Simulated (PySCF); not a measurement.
## Two-component Hartree-Fock for Pr⁴⁰⁺ (praseodymium, charge +40)

Start: [Ar] 3d1; 3d3/2 filled at m_j = +3/2. Calculated with PySCF 2.14 in an uncontracted even-tempered set (16 s from 8.5 bohr⁻², ratio 2.8; 12 p from 11 bohr⁻², ratio 2.8; 8 d from 11 bohr⁻², ratio 2.8; 3 f from 34 bohr⁻², ratio 3): generalised Hartree-Fock with the X2C-1e Hamiltonian and a Gaussian nucleus; one run each with spin-orbit coupling (SO) switched off, then screened by Boettger's factors.

```tsv
spinor shell	electrons	ε, spin-free (eV)	ε, screened SO (eV)	weight of nominal j (screened SO)	rms radius, screened SO (bohr)
1s1/2	2	-44474.9	-44468.4	1.000	0.0275
2s1/2	2	-9110.1	-9107.7	1.000	0.110
2p1/2	2	-8390.2	-8735.7	1.000	0.0946
3s1/2	2	-3403.3	-3402.5	1.000	0.272
3p1/2	2	-3167.8	-3254.4	1.000	0.261
3p3/2	4	-3167.8	-3129.1	1.000	0.272
3d3/2	1	-2928.0	-2943.6	1.000	0.234
```

(1) Where does 2p3/2 lie, and what is the 2p spin-orbit splitting (screened SO)?

```tsv
quantity	spin-free	screened SO
E (hartree)	-7914.59945	-7919.41878
M_J	3/2	3/2
⟨J²⟩	3.962	3.750
⟨L²⟩	6.001	6.022
⟨S²⟩	0.750	0.771
```

Each row is a mean over spinors that exchange with the open shell spreads, by up to 19.169 eV (3p1/2).

Breit and QED terms are absent; they matter most for the inner s and p1/2 levels.

Densities and radii are taken from the X2C orbitals without a picture-change correction, which distorts them close to the nucleus.

Without spin-orbit coupling the j labels of p, d and f shells carry no meaning; the spin-free column gives the mean over the occupied spinors of each nl shell, and its ⟨J²⟩ belongs to a mixture of degenerate components.

Answers

(1) At -8237.4 eV, 498.34 eV above 2p1/2.
